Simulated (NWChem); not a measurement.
# MgNH3O; SMILES [OH][Mg][NH2]

```xyz
6

Mg    -0.3973     0.1480    -0.0010
O     -0.2972     1.9122    -0.0005
H     -0.4368     2.8525     0.0027
N     -0.4489    -1.7383    -0.0018
H     -0.4570    -2.3433    -0.8177
H     -0.4737    -2.3425     0.8144
```
Atoms are numbered in this order, from 1.

STO-3G and 3-21G are far too small for this property and stand as cheap habits. Structure relaxed at the PBE0/def2-SVP level.

Task: Give the principal values of the shielding tensors (ppm) of Mg1, O2, N4 from Hartree-Fock/STO-3G, GIAO (NWChem), with their diamagnetic and paramagnetic parts as GIAO splits them.

Result: 
```json
[
 {"atom": "Mg1", "σ11": "457.7", "σ22": "458.4", "σ33": "687.6", "isotropic": "534.6", "diamagnetic": "694.5", "paramagnetic": "-160.0"},
 {"atom": "O2", "σ11": "408.9", "σ22": "456.5", "σ33": "461.8", "isotropic": "442.4", "diamagnetic": "389.7", "paramagnetic": "52.7"},
 {"atom": "N4", "σ11": "309.8", "σ22": "313.8", "σ33": "399.1", "isotropic": "340.9", "diamagnetic": "315.4", "paramagnetic": "25.5"}
]
```
